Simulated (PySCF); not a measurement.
C3H8O2Si, SMILES OC[SiH]1COC1. Atoms are numbered in the order given.

```xyz
14

O      2.6522    -0.0484     0.5283
C      1.7349     0.0889    -0.5643
Si     0.0084     0.4846     0.1260
C     -1.0583    -0.9306     0.8220
O     -2.1247    -0.6040    -0.1048
C     -1.5607     0.4173    -0.9615
H      2.7455     0.8233     0.9425
H      2.0817     0.8313    -1.3121
H      1.7195    -0.8841    -1.0817
H      0.1641     1.6850     1.0015
H     -0.6793    -1.9566     0.6532
H     -1.4146    -0.8674     1.8647
H     -2.2181     1.3037    -1.0008
H     -1.4313     0.0459    -1.9965
```
Charge 0, spin multiplicity 1.

The structure is a stationary point at TPSSh-D3(BJ)/def2-SVP. A frequency run showed that this geometry is not a minimum. The structure was generated by enumeration, and PubChem lists no compound with its InChIKey, so it may never have been made. One conformer was computed; it need not be the lowest.

Calculation: HF/pcSseg-1 in PySCF.

GIAO shieldings, no solvent; atoms listed in one row are averaged. δ = σ(ref) − σ: ¹⁷O against H2O (σ = 333.0 ppm); ¹³C against TMS (σ = 192.6 ppm); ²⁹Si against TMS (σ = 393.8 ppm); ¹H against TMS (σ = 31.99 ppm), references at their B3LYP-D3(BJ)/def2-TZVP geometries, non-relativistic.

**Question.** Estimate the chemical shifts. (The exact figures need the calculation; the answer reports its results.)

**Answer.** 
| nucleus | atoms | count | δ (ppm) |
|---|---|---|---|
| ¹⁷O | O5 | 1 | -7.5 |
| ¹⁷O | O1 | 1 | -16.7 |
| ¹³C | C4 | 1 | 64.9 |
| ¹³C | C6 | 1 | 62.5 |
| ¹³C | C2 | 1 | 50.2 |
| ²⁹Si | Si3 | 1 | 9.8 |
| ¹H | H10 | 1 | 4.87 |
| ¹H | H11 | 1 | 4.46 |
| ¹H | H12 | 1 | 4.44 |
| ¹H | H13 | 1 | 4.22 |
| ¹H | H14 | 1 | 4.16 |
| ¹H | H9 | 1 | 4.02 |
| ¹H | H8 | 1 | 3.56 |
| ¹H | H7 | 1 | 0.09 |
